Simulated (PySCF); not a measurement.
# From a computed spectrum to the compound

A species of 11 atoms with charge 0 has these harmonic modes (PBE0, small Gaussian bases with core potentials, PySCF 2.14.0):

```tsv
cm⁻¹	km/mol
33	50.2
33	53.0
41	2.9
414	0.1
418	196.8
488	0.2
490	0.2
516	0.0
516	0.0
1090	9.7
1091	0.4
1092	40.9
1092	32.0
1181	261.8
1182	3.1
1238	3.3
1239	4.1
1243	0.3
1243	0.9
2259	324.3
2263	16.2
2264	43.7
2264	6.6
2268	550.7
2269	493.4
2606	276.3
2608	0.3
```

(1) Which species is it, and in which structure?

## Answers

(1) Tm(BH4)2 (singlet in the valence; each metal's 4f electrons, 13 of them, lie in its core potential, out of spins and levels):
```xyz
11

Tm    0.0000    0.0000    0.0041
B     2.5322   -0.0014   -0.0238
H     3.7417    0.0038   -0.0371
H     2.0789   -0.7723    0.8567
H     2.0511   -0.3732   -1.1215
H     2.0696    1.1401    0.2154
B    -2.5324    0.0014   -0.0238
H    -3.7419   -0.0038   -0.0372
H    -2.0792    0.7723    0.8568
H    -2.0514    0.3733   -1.1215
H    -2.0699   -1.1402    0.2154
```
Ideal gas at 298.15 K and 1 bar: S = 371.5 J/(mol K), Cp = 100.7 J/(mol K), H − H(0 K) = 21.1 kJ/mol (rigid rotor, harmonic modes, spin degeneracy alone, that of the 4f electrons in the core included; the modes under 60 cm⁻¹ make these uncertain). An lcecp potential fixes the number of 4f electrons, so in runs with it no electron can move into or out of that shell.
 Other answers can fit too; this one was computed.
